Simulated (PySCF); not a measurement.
PySCF input (BP86/6-31G* with LANL2DZ past Ar (5d)):

```python
from pyscf import gto, dft

mol = gto.M(
    atom='''
    C     1.35368800   -1.80749700    1.18633100
    Ge   -0.23577800   -1.19442900    0.17033000
    C    -1.83084500   -1.15570900    1.34879200
    I     0.22335400    1.23006000   -0.55681200
    H     1.20013000   -2.83724400    1.51047300
    H     2.24571100   -1.74760200    0.56710200
    H     1.47442100   -1.16464400    2.05981900
    H    -1.60402600   -0.53456900    2.21686700
    H    -2.06227300   -2.16951800    1.67690700
    H    -2.68388700   -0.73864600    0.81858900
    ''',
    basis={'default': '6-31g*', 'Ge': 'lanl2dz', 'I': 'lanl2dz'},
    ecp={'Ge': 'lanl2dz', 'I': 'lanl2dz'},
    charge=0,
    spin=1,
    verbose=4,
)

mf = dft.UKS(mol, xc='bp86')
mf.grids.level = 3
mf.conv_tol = 1e-9
mf.max_cycle = 100
mf.max_memory = 1500
mf.kernel()
if not mf.converged:
    mf = mf.newton()
    mf.kernel(mf.make_rdm1())
mo, _, stable, _ = mf.stability(return_status=True)
if not stable:
    mf.kernel(mf.make_rdm1(mo, mf.mo_occ))
    stable = mf.stability(return_status=True)[2]
mf.dip_moment()
```

From the output:

```
XC functionals = bp86
    A. D. Becke,  Phys. Rev. A 38, 3098 (1988)
    J. P. Perdew,  Phys. Rev. B 33, 8822 (1986)
    J. P. Perdew,  Phys. Rev. B 34, 7406–7406 (1986)
radial grids:
    Treutler-Ahlrichs [JCP 102, 346 (1995); DOI:10.1063/1.469408] (M4) radial grids

becke partition: Becke, JCP 88, 2547 (1988); DOI:10.1063/1.454033
pruning grids: <function nwchem_prune>
grids dens level: 3
symmetrized grids: False
atomic radii adjust function: <function treutler_atomic_radii_adjust>
small_rho_cutoff = 0
Set gradient conv threshold to 3.16228e-05
tot grids = 129688
init E= -79.6755547289023
  alpha nocc = 15  HOMO = -0.021369403826947  LUMO = 0.0487080107780891
  beta  nocc = 14  HOMO = -0.0624830187670564  LUMO = -0.0213694038269505

WARN: HOMO -0.021369403826947 >= LUMO -0.0213694038269505

cycle= 1 E= -94.6223592255186  delta_E= -14.9  |g|= 0.711  |ddm|= 3.62
  alpha nocc = 15  HOMO = -0.189535000389732  LUMO = -0.112973493043159
  beta  nocc = 14  HOMO = -0.203378699918286  LUMO = -0.177051795321507
  HOMO = -0.18953500039  LUMO = -0.177051795322  gap/eV = 0.33969
cycle= 2 E= -93.9736233699588  delta_E= 0.649  |g|= 1.16  |ddm|= 2.67
  alpha nocc = 15  HOMO = -0.190645611320461  LUMO = -0.0615805459862919
  beta  nocc = 14  HOMO = -0.261711185343765  LUMO = -0.161479904525732
  HOMO = -0.19064561132  LUMO = -0.161479904526  gap/eV = 0.79364
cycle= 3 E= -95.0299564668726  delta_E= -1.06  |g|= 0.102  |ddm|= 1.66
  alpha nocc = 15  HOMO = -0.177747074070407  LUMO = -0.0305093736290072
  beta  nocc = 14  HOMO = -0.214461050160343  LUMO = -0.137732457220467
  HOMO = -0.17774707407  LUMO = -0.13773245722  gap/eV = 1.08885
cycle= 4 E= -95.0349587814844  delta_E= -0.005  |g|= 0.0577  |ddm|= 0.269
  alpha nocc = 15  HOMO = -0.179587623289677  LUMO = -0.034789237512685
  beta  nocc = 14  HOMO = -0.233311234862866  LUMO = -0.13650400805742
  HOMO = -0.17958762329  LUMO = -0.136504008057  gap/eV = 1.17236
cycle= 5 E= -95.0376785180441  delta_E= -0.00272  |g|= 0.0251  |ddm|= 0.146
  alpha nocc = 15  HOMO = -0.183658496233944  LUMO = -0.0377696451795035
  beta  nocc = 14  HOMO = -0.230589298922408  LUMO = -0.140363431529934
  HOMO = -0.183658496234  LUMO = -0.14036343153  gap/eV = 1.17812
cycle= 6 E= -95.0384079477946  delta_E= -0.000729  |g|= 0.00295  |ddm|= 0.0528
  alpha nocc = 15  HOMO = -0.183232942785851  LUMO = -0.0374223913718055
  beta  nocc = 14  HOMO = -0.23022782500045  LUMO = -0.139721336528385
  HOMO = -0.183232942786  LUMO = -0.139721336528  gap/eV = 1.18401
cycle= 7 E= -95.0384150545178  delta_E= -7.11e-06  |g|= 0.000783  |ddm|= 0.00571
  alpha nocc = 15  HOMO = -0.183391300985761  LUMO = -0.0375348243284037
  beta  nocc = 14  HOMO = -0.230310205177457  LUMO = -0.139800275465138
  HOMO = -0.183391300986  LUMO = -0.139800275465  gap/eV = 1.18617
cycle= 8 E= -95.0384154642178  delta_E= -4.1e-07  |g|= 0.000173  |ddm|= 0.00134
  alpha nocc = 15  HOMO = -0.183361407090905  LUMO = -0.0374897054850329
  beta  nocc = 14  HOMO = -0.230266705286112  LUMO = -0.139741422310676
  HOMO = -0.183361407091  LUMO = -0.139741422311  gap/eV = 1.18696
cycle= 9 E= -95.038415494436  delta_E= -3.02e-08  |g|= 2.84e-05  |ddm|= 0.000365
  alpha nocc = 15  HOMO = -0.183366667278328  LUMO = -0.0374933651805875
  beta  nocc = 14  HOMO = -0.230267433131697  LUMO = -0.139746016378615
  HOMO = -0.183366667278  LUMO = -0.139746016379  gap/eV = 1.18698
cycle= 10 E= -95.0384154925599  delta_E= 1.88e-09  |g|= 7.52e-06  |ddm|= 7.97e-05
  alpha nocc = 15  HOMO = -0.183365346353442  LUMO = -0.0374927583384181
  beta  nocc = 14  HOMO = -0.230266659709374  LUMO = -0.13974561375128
  HOMO = -0.183365346353  LUMO = -0.139745613751  gap/eV = 1.18695
cycle= 11 E= -95.0384154926203  delta_E= -6.04e-11  |g|= 4.49e-06  |ddm|= 2.06e-05
  alpha nocc = 15  HOMO = -0.183365127738263  LUMO = -0.0374925004883462
  beta  nocc = 14  HOMO = -0.230266684043155  LUMO = -0.139745451292319
  HOMO = -0.183365127738  LUMO = -0.139745451292  gap/eV = 1.18695
Extra cycle  E= -95.038415492595  delta_E= 2.52e-11  |g|= 8.12e-06  |ddm|= 1.38e-05
converged SCF energy = -95.038415492595  <S^2> = 0.75099472  2S+1 = 2.0009945
uhf_internal: lowest eigs of H = [0.28852086 0.29248987 0.29772868]
<class 'pyscf.dft.uks.UKS'> wavefunction is stable in the internal stability analysis
Dipole moment(X, Y, Z, Debye): -0.43734, -2.58782,  1.80842
```

The geometry given is a B3LYP-D3(BJ)/def2-TZVP minimum.
